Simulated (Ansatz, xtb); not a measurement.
# C2H9GaS: 5 structures ranked

5 gas-phase structures of C2H9GaS, from a drawn sample of its isomers (lower ones may exist). Each was relaxed with GFN2-xTB:

A. a singlet given by its coordinates
B. a singlet given by its coordinates
C. `C[S+](C)[GaH3-]`, a singlet
D. `C[SH+][GaH2-][CH3]`, a singlet
E. `CC[SH+][GaH3-]`, a singlet

B (Å):

```xyz
13

C     1.3757   -0.1687    0.6833
C    -1.8783   -0.1690   -0.7506
Ga    0.0340   -0.8474   -0.6813
S    -0.4996   -3.1427    0.5290
H     0.9123    0.0333    1.6570
H     2.2081   -0.8620    0.8476
H     1.8187    0.7746    0.3507
H     0.6048   -1.5282   -1.9748
H    -2.5629   -0.8648   -1.2481
H    -1.9333    0.7717   -1.3070
H    -2.2811    0.0388    0.2484
H     0.0649   -2.7214    1.6571
H    -1.7004   -2.7058    0.9031
```

Close contacts (Å): C1–Ga3 2.03, C2–Ga3 2.03, Ga3–S4 2.65, C1–H5 1.10, C1–H6 1.10, C1–H7 1.09, C2–H9 1.10, C2–H10 1.09, C2–H11 1.10, Ga3–H8 1.57, S4–H12 1.33, S4–H13 1.33.

A (Å):

```xyz
13

C     0.2993   -0.0513   -1.1218
C     1.5160   -0.7856   -0.5354
Ga    1.0958   -1.8893    1.1257
S    -0.5881   -3.5603    0.1337
H    -0.4060   -0.7482   -1.5826
H     0.6005    0.6654   -1.8864
H    -0.2289    0.4950   -0.3375
H     2.2674   -0.0319   -0.2640
H     1.9939   -1.3901   -1.3212
H     0.0800   -1.3552    2.1877
H     2.1018   -2.9483    1.6727
H     0.0158   -3.5595   -1.0550
H    -1.3881   -2.5484   -0.2042
```

Close contacts (Å): C1–C2 1.54, C2–Ga3 2.04, Ga3–S4 2.57, C1–H5 1.09, C1–H6 1.09, C1–H7 1.09, C2–H8 1.10, C2–H9 1.10, Ga3–H10 1.56, Ga3–H11 1.56, S4–H12 1.33, S4–H13 1.33.

**Question.** Make a reasoned guess at their ranking by r2SCAN-D4/def2-SVP single-point energy.

**Answer.** Calculated order at r2SCAN-D4/def2-SVP: B (0.0), D (5.9), A (8.1), C (9.6), E (9.8) kcal/mol. Less than 1 kcal/mol parts C and E, so the order within that pair means little.

Energies above the lowest of each column, in kcal/mol; the last columns are at PBE0-D4/def2-SVP geometries and were run for some of them only (a dash: not run or not comparable):

| structure | GFN2-xTB | HF/STO-3G | r2SCAN-D4/def2-SVP | PBE0-D4/def2-SVP | CCSD(T)/def2-SVP + ΔMP2/def2-TZVPP |
| --- | --- | --- | --- | --- | --- |
| B | 14.7 | 9.3 | 0.0 | 0.0 | 0.0 |
| D | 9.9 | 6.2 | 5.9 | 5.6 | 6.7 |
| A | 12.0 | 13.8 | 8.1 | 7.3 | 10.2 |
| C | 3.9 | 0.0 | 9.6 | 8.5 | 10.7 |
| E | 0.0 | 5.9 | 9.8 | – | – |

CCSD(T)/def2-SVP + ΔMP2/def2-TZVPP puts B lowest of those it was run on; GFN2-xTB picks E, HF/STO-3G picks C. Flexible structures stand in one conformer each, not always the lowest. Frequencies (GFN2-xTB) were run for A, B, C, D alone. The ΔMP2 step shifts differences by up to 3.6 kcal/mol, which makes them less sure. ΔMP2 is the change of the MP2 energy from the smaller to the larger basis.

Over these structures GFN2-xTB departs from r2SCAN-D4/def2-SVP by 7.3 kcal/mol on average once a common shift is removed. A GFN2-xTB relaxation took about 0.11 s and the r2SCAN-D4/def2-SVP energy about 3.3 s on a shared host (Ansatz 0.2.0, xtb 6.7.1).
